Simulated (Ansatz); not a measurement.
Mulliken charges of C$_{2}$H$_{3}$F$_{2}$NSi, SMILES `CC1=N[Si]1(F)F` from ωB97M-V/def2-TZVPP in Ansatz (PBE0-D4/def2-TZVP geometry).

```csv
atom,x (Å),y (Å),z (Å),charge (e)
C1,0.054,-1.282,0.853,-0.255
C2,0.155,-0.048,0.054,0.041
N3,1.217,0.672,-0.216,-0.321
Si4,-0.190,1.344,-0.935,0.761
F5,-0.394,1.342,-2.498,-0.282
F6,-0.796,2.710,-0.435,-0.282
H7,1.038,-1.570,1.228,0.113
H8,-0.363,-2.087,0.242,0.112
H9,-0.632,-1.128,1.689,0.112
```

Question: By hand: the dipole of these point charges (1 e Å = 4.8032 D).

Answer: Σ q r = (-0.201, -0.548, 0.325) e Å, of length 0.668 e Å = 3.21 D.

Question: How does the dipole of the full density compare? (Estimate.)

Answer: Ansatz gave: (-0.310, -0.369, 0.184) e Å, 2.48 D; the point charges give 1.29 times that, at 20° from its direction.

Point charges leave out the atoms' own dipoles, such as those of lone pairs, and Mulliken's split depends on the basis, so the two needn't agree.
